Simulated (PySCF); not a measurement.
C$_{6}$H$_{11}$O (SMILES C[C](C)CC(C)=O), doublet, at a GFN2-xTB geometry. Base run: CAMB3LYP/STO-3G (PySCF).

Geometry (Å):
```xyz
18

C     -0.9751     1.5810    -0.9420
C     -0.9623     0.5352     0.1109
C     -1.9723    -0.5474     0.0906
C      0.1534     0.4227     1.0751
C      1.0035    -0.5616     0.2757
C      2.0730     0.0686    -0.5790
O      0.7751    -1.7548     0.2839
H     -1.9691     2.0288    -1.0078
H     -0.2566     2.3709    -0.7330
H     -0.7576     1.1639    -1.9318
H     -2.6218    -0.4728    -0.7778
H     -2.5893    -0.5297     0.9933
H     -1.4680    -1.5205     0.0795
H     -0.1618    -0.0332     2.0139
H      0.6742     1.3618     1.2493
H      1.6596     0.8587    -1.1999
H      2.5332    -0.6875    -1.2102
H      2.8344     0.5066     0.0655
```
Charge 0, spin multiplicity 2.
Orbitals are unrestricted.
All else is at PySCF's defaults.
Base energy -306.34840 Eh.

Each row names what was changed in the base input (with any setting that the change needs).

| change | ΔE vs base (µEh) | SCF cycles | <S^2> | outcome |
|---|---|---|---|---|
| base | 0.0 | 14 | 0.762 | converged |
| conv_tol = 1e-7 | 0.0 | 11 | 0.762 | converged |
| diis = off; damp = 0.3 (with mf.diis_start_cycle = 200; with mf.max_cycle = 150) | 0.0 | 32 | 0.762 | converged |
| solver = newton; init_guess = 1e | 0.0 | - | 0.762 | converged |
| damp = 0.5; diis_start_cycle = 5 | 0.0 | 14 | 0.762 | converged |
| level_shift = 1.0 (with mf.max_cycle = 100) | 0.0 | 37 | 0.762 | converged |
| solver = newton | 0.0 | - | 0.762 | converged |
| DIIS = ADIIS | 0.0 | 26 | 0.762 | converged |
| diis_space = 20 | 0.0 | 14 | 0.762 | converged |
| init_guess = huckel | 0.0 | 16 | 0.762 | converged |
| diis = off (with mf.max_cycle = 100) | - | 100 | - | not converged |
| level_shift = 0.1 (with mf.max_cycle = 100) | 0.0 | 16 | 0.762 | converged |
| diis = off; damp = 0.6 (with mf.diis_start_cycle = 200; with mf.max_cycle = 150) | 0.0 | 44 | 0.762 | converged |

Open shells are given as the SCF converged; they aren't shown to be the lowest states, and a large step between rows can be another state.
